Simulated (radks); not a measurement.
Results of a calculation; reference values are marked as such.
Task: Radial electron density D(r) = 4 pi r^2 rho(r) of an atom or ion with 3 electrons. Level of theory: scalar-relativistic Kohn-Sham, BLYP, spin-polarised, spherical densities, finite nucleus; Fermi nuclear charge, rms radius of each element as measured or else 0.836 A^(1/3) + 0.57 fm (a radial shooting solver on a logarithmic mesh with Libxc functionals).

```
   r/bohr * D(r) (the largest magnitude, 3.92, reaches the edge; | marks zero)
  0.02586 |  *
  0.03184 |    *
   0.0392 |      *
  0.04826 |         *
  0.05895 |             *
  0.07258 |                 *
  0.08936 |                        *
     0.11 |                               *
   0.1344 |                                      *
   0.1654 |                                             *
   0.2037 |                                                   *
   0.2508 |                                                      *
   0.3088 |                                                     *
   0.3771 |                                               *
   0.4643 |                                     *
   0.5717 |                          *
   0.7039 |               *
   0.8597 |        *
    1.059 |     *
    1.303 |     *
    1.605 |      *
    1.976 |      *
    2.413 |     *
    2.971 |  *
    3.658 | *
    4.504 *
    5.501 *
    6.773 *
```

What is the nuclear charge?

Result: Z = 4. The innermost maximum, from 1s, lies near gamma/Z bohr with gamma = sqrt(1 - (Z/c)^2) = 1.000, here 0.25 bohr (found: 0.263), and its height grows with Z. The density is that of the beryllium ion Be+ in [He] 2s1; the configuration itself is not fixed sharply by these data. D(r) has 2 maxima, at r = 0.263, 1.82 bohr, and minima at 1.19 bohr, inside which lie 2.07 electrons.
